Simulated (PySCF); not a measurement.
**A small calculation by hand: refractive index and permittivity of the vapour**

Sb(Br)(TeH)2 (BrH2SbTe2), SMILES [Sb]([Br])([TeH])[TeH].

Coordinates come from a PBE0-D3(BJ)/def2-SVP optimisation. The def2 effective core potentials stand for the cores of Sb, Te; spin–orbit coupling is left out.

HF/def2-TZVP run with PySCF gives a mean static polarisability of 143.6 bohr³ and a dipole moment of 2.25 D. Take an ideal gas at 298.15 K and 1 bar, whether or not the substance is that volatile.

Problem. Work out n − 1 in the optical limit and the static ε − 1.

Solution. 
Polarisability volume α' = 143.6 × 0.148185 = 21.28 Å³. Number density N = p/kT = 2.43e-5 Å⁻³.
Dilute limit of Lorentz–Lorenz: n − 1 = 2π N α' = 0.0032.
Orientation term of Debye: μ²/(3kT) = 8.098 Å³ × μ²(D²) = 41.00 Å³.
ε − 1 = 4π N (α' + μ²/3kT) = 0.019. Orientation of the dipole supplies 66 % of the static response; it can't follow optical fields. Vibrational polarisation and dispersion are left out.
